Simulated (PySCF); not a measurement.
**Argon: a sound run and one with changed settings**

Sound run: Ar⁺ [Ne] 3s2 3p5, Ar²⁺ [Ne] 3s2 3p4. Computed with PySCF 2.14 in x2c-SVPall, with the spin-free X2C one-electron Hamiltonian (Gaussian nucleus). In the sound run the correlated levels freeze [Ne]. The sound run starts from symmetry-adapted Hartree-Fock orbitals and uses a fine grid where one is needed.

Changed run: initial guess atom, at most 50 SCF cycles, level shift 2.0 hartree.

```
species   method  sound run (hartree)  changed run (hartree)  converged
    Ar⁺      UHF           -527.87589             -527.87589        yes
    Ar⁺   M06-2X           -528.57723             -528.57723        yes
    Ar⁺      PBE           -528.37365             -528.37365        yes
    Ar⁺      MP2           -527.99013             -527.92898        yes
    Ar⁺  CCSD(T)           -528.00746             -528.00746        yes
   Ar²⁺      UHF           -526.89645             -526.89645        yes
   Ar²⁺   M06-2X           -527.55260             -527.55260        yes
   Ar²⁺      PBE           -527.35283             -527.35283        yes
   Ar²⁺      MP2           -526.98667             -526.93776        yes
   Ar²⁺  CCSD(T)           -527.00636             -527.00636        yes
```

Ionisation energy of Ar⁺:

```json
{"method": "UHF", "sound run (eV)": "26.652", "changed run (eV)": "26.652"}
{"method": "M06-2X", "sound run (eV)": "27.882", "changed run (eV)": "27.882"}
{"method": "PBE", "sound run (eV)": "27.778", "changed run (eV)": "27.778"}
{"method": "MP2", "sound run (eV)": "27.305", "changed run (eV)": "26.973"}
{"method": "SCS-MP2", "sound run (eV)": "27.279", "changed run (eV)": "26.964"}
{"method": "CCSD", "sound run (eV)": "27.242", "changed run (eV)": "27.242"}
{"method": "CCSD(T)", "sound run (eV)": "27.241", "changed run (eV)": "27.241"}
```

A level shift leaves the converged SCF energy unchanged but raises the virtual orbital energies, which shrinks MP2 if it is not removed.

For comparison, NIST gives 27.630 eV between the lowest levels.
